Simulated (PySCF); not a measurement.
**`C(C)[C@@]1(F)O[C@H]1CF`, C5H8F2O**

Geometry (Å), atoms numbered from 1 in this order:
```xyz
16

C    -1.7942    0.3652   -0.8101
C    -1.1436   -0.5755    0.2006
C    -0.0209    0.1144    0.9284
F    -0.4892    1.1116    1.7397
O     1.0265   -0.5851    1.4782
C     1.3506    0.3154    0.4397
C     1.8534   -0.2817   -0.8533
F     1.4400    0.4830   -1.9158
H    -2.6291   -0.1322   -1.2953
H    -2.1641    1.2556   -0.3080
H    -1.0790    0.6683   -1.5702
H    -1.8747   -0.8925    0.9476
H    -0.7512   -1.4655   -0.2909
H     1.8616    1.2160    0.7695
H     1.4589   -1.2906   -1.0030
H     2.9474   -0.2974   -0.8781
```

Level of theory: TDDFT PBE0/def2-SVPD circular dichroism and optical rotation, one conformer, gas phase in PySCF. Geometry: GFN2-xTB.

The molecule is flexible and this is one conformer; a measurement averages over conformers. States above about 8.7 eV (minus the energy of the highest occupied orbital) lie near or above the ionisation threshold and depend on the basis.

(1) Draw the ECD and absorption spectra from the lowest 8 states, each a Gaussian of half-width 0.3 eV at 1/e height.

## Answers

(1) 
| E (eV) | λ (nm) | Δε (L mol⁻¹ cm⁻¹) | ε (L mol⁻¹ cm⁻¹) |
| --- | --- | --- | --- |
| 7.46 | 166 | -0.33 | 52.5 |
| 7.61 | 163 | -1.38 | 236 |
| 7.76 | 160 | -3.51 | 722 |
| 7.91 | 157 | -5.45 | 1650 |
| 8.06 | 154 | -4.42 | 3000 |
| 8.21 | 151 | +2.08 | 4280 |
| 8.36 | 148 | +13.17 | 4710 |
| 8.51 | 146 | +19.34 | 4380 |
| 8.66 | 143 | +10.19 | 4190 |
| 8.81 | 141 | -7.17 | 4700 |
| 8.96 | 138 | -16.04 | 5300 |

Δε uses R in velocity form, ε uses f in length form. Only the states computed contribute, so the short-wavelength end is incomplete.

The sign of the CD band at 138 nm isn't settled: the length form gives the opposite one.
